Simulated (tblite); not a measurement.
Compound: C₆H₉ClSi.
Z-matrix (Å and degrees, GFN2-xTB geometry), rows numbered from 1:
```
C 
C   1  1.4829
C   2  1.3409  1  131.04
Si  3  1.8789  2   95.32  1  -179.92
C   2  1.5132  1  123.68  3  -179.86
C   5  1.4710  2  115.08  1   -62.82
C   6  1.3257  5  126.18  2   155.10
Cl  7  1.7282  6  122.60  5    -1.63
H   1  1.0880  2  111.09  3    -2.09
H   1  1.0904  2  110.15  3  -123.18
H   1  1.0906  2  109.93  3   118.78
H   3  1.0785  2  126.76  1    -0.36
H   4  1.4602  3  118.95  2   109.02
H   4  1.4609  3  118.38  2  -109.36
H   5  1.0908  2  112.80  1    64.83
H   6  1.0822  5  116.28  2   -27.77
H   7  1.0772  6  124.26  5   177.75
```

Calculated harmonic vibrations of the isolated species, GFN2-xTB (tblite), most abundant isotopes, no scaling. This tight-binding method is rough: wavenumbers can miss measured ones by several per cent, in bad cases by 10 to 20. Modes of hydrogen on silicon can be 10 to 20 % off. One conformer, not necessarily the lowest.

Harmonic wavenumbers (cm⁻¹): 26.8, 93.9, 122.6, 126.8, 162.4, 208.0, 319.0, 410.1, 446.4, 452.7, 486.7, 528.2, 571.9, 607.4, 649.9, 728.2, 762.3, 772.7, 807.4, 814.2, 869.9, 919.9, 990.6, 1009.9, 1064.1, 1097.8, 1131.2, 1188.9, 1231.3, 1266.3, 1311.9, 1392.0, 1466.3, 1471.1, 1639.8, 1663.5, 2271.8, 2284.8, 2961.9, 2991.3, 3007.1, 3032.4, 3050.5, 3074.6, 3090.3.

A = 2298, B = 843.0, C = 688.2 MHz; mass 144.016 u (most abundant isotopes); point group C1, symmetry number 1.

**Question.** What is the zero-point energy?

**Answer.** ½Σν̃ = 27288 cm⁻¹ = 326.44 kJ/mol.

**Question.** Entropy at 273.15 K, 1 bar (ideal gas, RRHO, classical rotation)?

**Answer.** Translation 169.02, rotation 123.87, vibration 109.54: S = 402.4 J/(mol K).

**Question.** And Cp and H(273.15 K) − H(0)?

**Answer.** Cp = 148.22 J/(mol K), of which vibrations give 114.96 (their classical limit is 45 R = 374.2); H(273.15 K) − H(0) = 24.66 kJ/mol without the zero-point energy, 15.58 from vibrations.

**Question.** Blend soft modes into free rotors: weight 1/[1 + (100 cm⁻¹/ν̃)⁴] for the oscillator and the rest for a rotor with moment μB/(μ + B), μ = h/(8π²ν), B = 10⁻⁴⁴ kg m². What vibrational entropy results?

**Answer.** 99.97 J/(mol K) in place of 109.54, which changes −T·S at 273.15 K by +2.62 kJ/mol.

**Question.** How do the functions run with temperature in this model?

**Answer.** 
```json
{"T (K)": "150", "S (J/(mol K))": "331.1", "Cp (J/(mol K))": "95.3", "H − H(0) (kJ/mol)": "9.68", "G − H(0) (kJ/mol)": "-39.99", "ln q(vib)": "3.23"}
{"T (K)": "250", "S (J/(mol K))": "389.8", "Cp (J/(mol K))": "138.3", "H − H(0) (kJ/mol)": "21.34", "G − H(0) (kJ/mol)": "-76.09", "ln q(vib)": "5.74"}
{"T (K)": "298.15", "S (J/(mol K))": "415.9", "Cp (J/(mol K))": "158.7", "H − H(0) (kJ/mol)": "28.50", "G − H(0) (kJ/mol)": "-95.49", "ln q(vib)": "6.94"}
{"T (K)": "400", "S (J/(mol K))": "468.1", "Cp (J/(mol K))": "197.2", "H − H(0) (kJ/mol)": "46.68", "G − H(0) (kJ/mol)": "-140.54", "ln q(vib)": "9.51"}
{"T (K)": "600", "S (J/(mol K))": "559.3", "Cp (J/(mol K))": "252.9", "H − H(0) (kJ/mol)": "92.08", "G − H(0) (kJ/mol)": "-243.52", "ln q(vib)": "14.44"}
{"T (K)": "900", "S (J/(mol K))": "672.5", "Cp (J/(mol K))": "304.4", "H − H(0) (kJ/mol)": "176.36", "G − H(0) (kJ/mol)": "-428.92", "ln q(vib)": "21.32"}
```

q(vib) and H(0) count from the zero-point level.

**Question.** Which modes carry the vibrational entropy at 273.15 K?

**Answer.** 26.8 cm⁻¹: 24.60; 93.9 cm⁻¹: 14.25; 122.6 cm⁻¹: 12.09; 126.8 cm⁻¹: 11.82; 162.4 cm⁻¹: 9.86; 208.0 cm⁻¹: 7.96 J/(mol K); the other 39 give 28.96 together.

**Question.** What must be added to the electronic energy to get the Gibbs energy at 273.15 K and 1 bar?

**Answer.** ZPE + [H(273.15 K) − H(0)] − T·S = 326.44 + 24.66 − 109.93 = 241.17 kJ/mol.

Hindered rotation and anharmonicity are outside this model. Other conformers, if any are populated, would add a mixing term that is left out. The structure is chiral; the term R ln 2 for an equal mix with its mirror image is left out.
